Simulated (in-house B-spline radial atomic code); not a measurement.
# B97-1 excitations of Pb4+

Method: B97-1. Computed with an all-electron radial atomic-structure program (B-spline basis): linear response of the closed shell [Xe] 4f14 5d10 with the functional's adiabatic kernel; scalar-relativistic (spin-free one-electron X2C), finite nucleus, no spin-orbit coupling, no double excitations, S, P, D and F terms only; shells from n = 3 respond. Only terms of natural parity with L up to 3 were computed.

Spin-orbit coupling is strong here, so these LS terms don't match observed levels.

Command:
```bash
python run_td.py task.json out
```
Settings (radii: box in bohr, nucleus in fm):
```
Z                        82
electrons                78
configuration            [Xe] 4f14 5d10
hamiltonian              x2c
method                   b97_1
box_radius               19.1
rms_radius               5.5012
intervals                70
```

Cost of the run: 13 s on 1 thread of Arm Neoverse N1, on a shared host.

The lowest states, in the order of their Tamm-Dancoff energies; the method's threshold (minus the highest occupied level) is 63.50 eV. Labels give the largest channel, * marks a mixed state, and oscillator strengths are full-response dipole values. Semilocal kernels can invert the small singlet-triplet splittings of Rydberg terms. Energies in eV:

```tsv
state	full response	Tamm-Dancoff	oscillator strength
5d → 6s 3D	13.860	13.887	-
5d → 6s 1D	14.791	14.826	-
5d → 6p 3P	26.262	26.290	-
5d → 6p 3F	26.435	26.452	-
5d → 6p 1F	26.676	26.679	-
5d → 6p 1P	27.660	27.753	1.08
5d → 6d 3S	39.95	39.97	-
5d → 6d 3D	40.41	40.42	-
5d → 6d 1D	40.68	40.69	-
5d → 7s 3D	41.10	41.11	-
5d → 7s 1D	41.34	41.35	-
5d → 6d 1S	42.92	43.20	-
5d → 5f 3P	?	?	-
5d → 5f 3F	43.79	43.80	-
5d → 5f 1F	44.31	44.32	-
5d → 7p 3P	45.22	45.22	-
5d → 7p 3F	45.36	45.37	-
5d → 7p 1P*	45.41	45.45	0.32
5d → 7p 1F	45.56	45.56	-
5d → 5f 1P*	46.70	46.92	2.47
5d → 7d 3S	?	?	-
5d → 8s 3D	50.61	50.61	-
```

Question: Where does 5d → 5f 3P lie?

Answer: At 43.31 eV in full response, 43.34 eV in Tamm-Dancoff.

Question: Where does 5d → 7d 3S lie?

Answer: At 50.52 eV in full response, 50.53 eV in Tamm-Dancoff.

Question: How large is the singlet-triplet splitting of 5d → 6s (D terms) in Tamm-Dancoff?

Answer: 0.939 eV, from the unrounded values.

Question: What polarisabilities and dispersion coefficient does the method give?

Answer: Dipole 3.792 bohr³, quadrupole 11.25 bohr⁵, C6 20.11 hartree·bohr⁶ for two such species.
